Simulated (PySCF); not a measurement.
# Telling isomers of C₆H₈N₂ apart by NMR

PySCF 2.14.0 with density-fitted response routines calculation with J: B3LYP/pcJ-1 (spin–dipole term left out of most H,H and C,H couplings), shieldings: GIAO PBE0/pcSseg-1 and geometry: GFN2-xTB; one computed conformer, non-relativistic Hamiltonian, fast rotation and ring inversion assumed for equivalent nuclei, no solvent model.

δ = σ(ref) − σ, references computed at the same level: $^{1}$H (σref 31.72), $^{13}$C (σref 186.93) vs TMS. Multiplet labels drop J under 1 Hz and among equivalent protons, and merge close values. Unscaled 3J(H,H) run several per cent high. Where no couplings were computed, multiplicities follow the n + 1 count of equivalent neighbours, and m marks all less simple cases (inequivalent or close neighbours, rings, F or P nearby). Shifts are as computed. Against solution values, carbons near 30 ppm lie about +3 ppm off and those near 130 ppm about +5 ppm. Of 1211 compounds with measured shifts, 218 miss one by over three times the rms of a fit or turn the order of signals round; such compounds aren't used in these exercises.

(1) Tabulate the signals of `CCc1cnccn1`, `C#CCN1CCC=N1` and their relative energies.

(2) What is the quickest way to tell CCc1cnccn1 from C#CCN1CCC=N1?

## Answers

(1) 
| SMILES | carbon types | δC | δH | E rel. (kcal/mol) |
| --- | --- | --- | --- | --- |
| CCc1cnccn1 | 1×C 3×CH 1×CH2 1×CH3 | 166.0, 150.1, 150.0, 148.0, 34.6, 20.1 | 8.85 (t, 1H), 8.75 (dd, 1H), 8.71 (dd, 1H), 2.89 (q, 2H), 1.29 (t, 3H) | 0.0 |
| C#CCN1CCC=N1 | 1×C 2×CH 3×CH2 | 136.9, 83.9, 79.7, 46.9, 43.9, 37.7 | 6.21 (t, 1H), 4.28 (d, 2H), 3.45 (m, 2H), 2.90 (m, 2H), 1.60 (t, 1H) | 72.0 |

Energies are electronic energies at PBE0/pcSseg-1 on these geometries, without zero-point or thermal terms, each for the one conformer computed, which needn't be the lowest.

(2) Both give the same number of carbon signals, but DEPT or the intensities differ. The first has a substituted aromatic carbon next to a ring nitrogen (C) at 166.0 ppm, the second an alkyne carbon (C) at 83.9 ppm. Their most deshielded carbons lie at 166.0 and 136.9 ppm. In the proton spectra the most deshielded non-exchanging signals are 8.85 (t, J = 1.3 Hz, 1H) and 6.21 (t, 1H).
